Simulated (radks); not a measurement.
Results of a calculation; reference values are marked as such.
Zn VI, 25 electrons, occupied as [Ar] 3d7.

Level of theory: non-relativistic Kohn-Sham, PBE, spin-polarised, spherical densities, point nucleus; open shells are filled with parallel spins first (a radial shooting solver on a logarithmic mesh with Libxc functionals).

Energy parts (eV):
part                       energy
total                  -48200.223
kinetic                 48170.673
electron-nucleus      -113080.308
Hartree                 18560.625
exchange-correlation    -1851.213

Orbitals (lengths in bohr, moments of r in powers of bohr; r(90%) holds 90 % of the orbital's charge):
| orbital | occ. | eigenvalue (eV) | r(90%) |
|---|---|---|---|
| 1s down | 1 | -9500.632 | 0.0910 |
| 1s up | 1 | -9500.631 | 0.0910 |
| 2s up | 1 | -1230.404 | 0.355 |
| 2s down | 1 | -1227.945 | 0.355 |
| 2p up | 3 | -1095.633 | 0.326 |
| 2p down | 3 | -1093.825 | 0.326 |
| 3s up | 1 | -218.2240 | 1.00 |
| 3s down | 1 | -213.9921 | 1.01 |
| 3p up | 3 | -174.9433 | 1.05 |
| 3p down | 3 | -170.7428 | 1.06 |
| 3d up | 5 | -100.7771 | 1.19 |
| 3d down | 2 | -96.5550 | 1.22 |

The highest occupied level is 3d down at -96.555 eV. The spin density at the nucleus is -0.866 e/bohr^3 (1s -0.044, 2s -2.188, 3s 1.366), a Fermi contact field of -45.4 T. Virial ratio -V/T = 2.00061. The electron density at the nucleus is 1.846e+04 e/bohr^3. Spin moment in Bohr magnetons: 3. Summed over all electrons, <r^2> = 9.423 bohr^2, which gives a Langevin (diamagnetic) susceptibility term of -7.46 x 10^-6 cm^3/mol. The density falls to 0.001 e/bohr^3 at r = 2.24 bohr. For comparison, the ionisation energy in NIST's Atomic Spectra Database is 108 eV (semi-empirical). In exact Kohn-Sham theory the highest level is minus the ionisation energy, but local and semilocal functionals leave it too shallow, through self-interaction and a potential that decays too fast; potentials with the right tail come closer.
